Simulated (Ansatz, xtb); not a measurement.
Two isomers of C6H6Cl2

We compare a, `C=C/C=C(Cl)\C=C/Cl`, a singlet, with b, `C=C(Cl)/C=C\C=C/Cl`, a singlet. Both are isolated molecules in the gas phase, relaxed with B3LYP/def2-SVP; the shapes shown needn't be the lowest conformers.

a (Å):

```xyz
14

C    -0.8481    2.4045    1.9124
C    -0.0859    1.5643    1.1864
C     0.7524    0.5392    1.7769
C     1.5534   -0.3516    1.1263
C     1.6988   -0.4204   -0.3176
C     2.4170   -1.1981   -1.1521
Cl    2.4548   -1.4769    2.1254
Cl    3.5061   -2.4887   -0.7764
H    -1.4682    3.1669    1.4354
H    -0.8728    2.3530    3.0053
H    -0.1011    1.6625    0.0965
H     0.7383    0.4770    2.8688
H     1.0945    0.3190   -0.8501
H     2.3399   -1.0351   -2.2290
```

b (Å):

```xyz
14

C    -1.3288   -2.5505    1.4339
C    -1.0981   -1.6046    0.5038
C    -0.6497   -0.2606    0.8493
C    -0.3560    0.8485    0.1215
C    -0.3932    1.0746   -1.3089
C    -0.0756    2.2327   -1.9210
Cl   -1.3588   -2.0462   -1.1837
Cl    0.4415    3.6826   -1.1097
H    -1.6640   -3.5520    1.1624
H    -1.1801   -2.3207    2.4915
H    -0.5350   -0.1537    1.9333
H    -0.0390    1.7174    0.7059
H    -0.6989    0.2610   -1.9669
H    -0.1209    2.3501   -3.0051
```

Question: Estimate which is lower in electronic energy at CCSD(T)/def2-SVP + ΔMP2/def2-TZVPP, and by roughly how much.

Answer: The CCSD(T)/def2-SVP + ΔMP2/def2-TZVPP calculation puts structure b lower, by 2.8 kcal/mol.

The same difference at several levels:

```json
{"level": "GFN2-xTB", "geometry": "GFN2-xTB", "E(b) − E(a) (kcal/mol)": "−0.7", "departure from the last row (kcal/mol)": "+2.1", "job, with rough time for the two": "optimisation, 0.15 s"}
{"level": "HF/STO-3G", "geometry": "GFN2-xTB", "E(b) − E(a) (kcal/mol)": "−4.1", "departure from the last row (kcal/mol)": "−1.3", "job, with rough time for the two": "single point, 0.46 s"}
{"level": "r2SCAN-D4/def2-SVP", "geometry": "GFN2-xTB", "E(b) − E(a) (kcal/mol)": "−3.4", "departure from the last row (kcal/mol)": "−0.6", "job, with rough time for the two": "single point, 4.2 s"}
{"level": "B3LYP/def2-SVP", "geometry": "B3LYP/def2-SVP", "E(b) − E(a) (kcal/mol)": "−3.1", "departure from the last row (kcal/mol)": "−0.3", "job, with rough time for the two": "optimisation, 31 s"}
{"level": "HF/def2-SVP", "geometry": "B3LYP/def2-SVP", "E(b) − E(a) (kcal/mol)": "−3.9", "departure from the last row (kcal/mol)": "−1.1", "job, with rough time for the two": "part of the CCSD(T) run"}
{"level": "MP2/def2-SVP", "geometry": "B3LYP/def2-SVP", "E(b) − E(a) (kcal/mol)": "−2.8", "departure from the last row (kcal/mol)": "0.0", "job, with rough time for the two": "part of the CCSD(T) run"}
{"level": "CCSD(T)/def2-SVP", "geometry": "B3LYP/def2-SVP", "E(b) − E(a) (kcal/mol)": "−3.1", "departure from the last row (kcal/mol)": "−0.3", "job, with rough time for the two": "single point"}
{"level": "CCSD(T)/def2-SVP + ΔMP2/def2-TZVPP", "geometry": "B3LYP/def2-SVP", "E(b) − E(a) (kcal/mol)": "−2.8", "departure from the last row (kcal/mol)": "", "job, with rough time for the two": "single point, 99 s"}
```

As drawn, both hold the same kinds of bond in the same numbers.

The levels shown agree on the order. The largest departure from CCSD(T)/def2-SVP + ΔMP2/def2-TZVPP is that of GFN2-xTB, 2.1 kcal/mol. The last row adds to CCSD(T) the change of the MP2 difference between the two basis sets, here +0.3 kcal/mol.

With thermal terms from frequencies at re-optimised GFN2-xTB minima (ideal gas, soft modes damped towards free rotors, one conformer each, 298.15 K, 1 atm): the zero-point term adds +0.1 kcal/mol; ΔH is −2.8 and ΔG −2.9 kcal/mol.

The correlated steps freeze 16 core orbitals. Programs: Ansatz 0.2.0, xtb 6.7.1; the last row on 4 threads of Arm Neoverse V1 on a shared host.
